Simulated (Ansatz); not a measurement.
arsenic atom (As), quartet; Ansatz (a quantum-chemistry and plane-wave program) with B3LYP/3-21G.

Ansatz was given this input:
Ansatz 0.2 input:
```yaml
crystal:
  periodic: [false, false, false]
  atoms:
    - {symbol: As, position_ang: [0.00000000, 0.00000000, 0.00000000]}
basis:
  gaussian:
    orbitals: 3-21G.json
hamiltonian:
  xc: b3lyp
magnetization: {spin_polarized: true, initial_magnetization: 3}
scf: {lower_state_search: light}
```
The basis file holds 3-21G in the JSON format of the Basis Set Exchange.

Output, abridged:

```
Functional definition: B3LYP
154 factors; integrals over basis functions are off by at most 2.8e-4 eV
mean field evaluation 1: about -60548.0226 eV, gradient 2.4e0 eV
mean field evaluation 2: about -60548.0653 eV, gradient 8.8e-1 eV
mean field evaluation 4: about -60548.0707 eV, gradient 4.6e-2 eV
mean field evaluation 8: about -60548.0707 eV, gradient 1.1e-6 eV
mean field -60548.07068406 eV, -2225.1005566828 hartree, gradient 1.1e-6 eV, S^2 3.750022; 0 other end points of the search recorded, 0 dependent functions left out
reference -60548.07081608 eV, -2225.1005615346 hartree; 18, 15 occupied and 5, 8 virtual orbitals, 154 factors
Total energy: -60548.07081608 eV, -2225.1005615346 hartree
```
